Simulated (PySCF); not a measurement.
Spinor energies of I²⁺ (iodine, charge +2)

Start: [Kr] 4d10 5s2 5p3; 5p3/2 filled at m_j = -1/2, +1/2, +3/2. Calculated with PySCF 2.14 in x2c-SVPall-2c with one added diffuse shell each of s, p type (7s9p4d, 54 functions): generalised Hartree-Fock with the X2C-1e Hamiltonian and a Gaussian nucleus; one run each with spin-orbit coupling (SO) switched off, then screened by Boettger's factors. This is a chosen level, not necessarily the ground level.

| spinor shell | electrons | ε, spin-free (eV) | ε, screened SO (eV) | weight of nominal j (screened SO) | rms radius, screened SO (bohr) |
| --- | --- | --- | --- | --- | --- |
| 1s1/2 | 2 | -33350.4 | -33346.7 | 1.000 | 0.0312 |
| 2s1/2 | 2 | -5269.6 | -5268.5 | 1.000 | 0.127 |
| 2p1/2 | 2 | -4726.2 | -4934.2 | 1.000 | 0.109 |
| 2p3/2 | 4 | -4726.2 | -4632.2 | 1.000 | 0.115 |
| 3s1/2 | 2 | -1123.2 | -1122.8 | 1.000 | 0.334 |
| 3p1/2 | 2 | -942.62 | -982.80 | 1.000 | 0.327 |
| 3p3/2 | 4 | -942.62 | -924.21 | 1.000 | 0.338 |
| 3d3/2 | 4 | -672.42 | -679.35 | 1.000 | 0.311 |
| 4s1/2 | 2 | -231.79 | -231.65 | 1.000 | 0.788 |
| 4p1/2 | 2 | -172.53 | -180.34 | 0.999 | 0.828 |
| 4p3/2 | 4 | -172.53 | -168.84 | 0.999 | 0.853 |
| 4d3/2 | 4 | -83.182 | -84.187 | 0.974 | 0.994 |
| 4d5/2 | 6 | -83.182 | -82.343 | 0.983 | 0.995 |
| 5s1/2 | 2 | -41.386 | -41.345 | 1.000 | 2.03 |
| 5p3/2 | 3 | -30.338 | -30.334 | 0.560 | 2.36 |

Q: Where does 3d5/2 lie, and what is the 3d spin-orbit splitting (screened SO)?

A: At -667.39 eV, 11.955 eV above 3d3/2.

```
   quantity    spin-free  screened SO
E (hartree)  -7109.92019  -7112.01666
        M_J          3/2          3/2
       ⟨J²⟩        3.751        3.756
       ⟨L²⟩        0.000        0.150
       ⟨S²⟩        3.751        3.592
```

Each row is a mean over spinors that exchange with the open shell spreads, by up to 7.705 eV (5s1/2).

Rows whose weight is well below 1 are mixtures of j = l ± 1/2: exchange outweighs spin-orbit coupling there, and the label is only the starting occupation.

Breit and QED terms are absent; they matter most for the inner s and p1/2 levels.

Densities and radii are taken from the X2C orbitals without a picture-change correction, which distorts them close to the nucleus.

Without spin-orbit coupling the j labels of p, d and f shells carry no meaning; the spin-free column gives the mean over the occupied spinors of each nl shell.
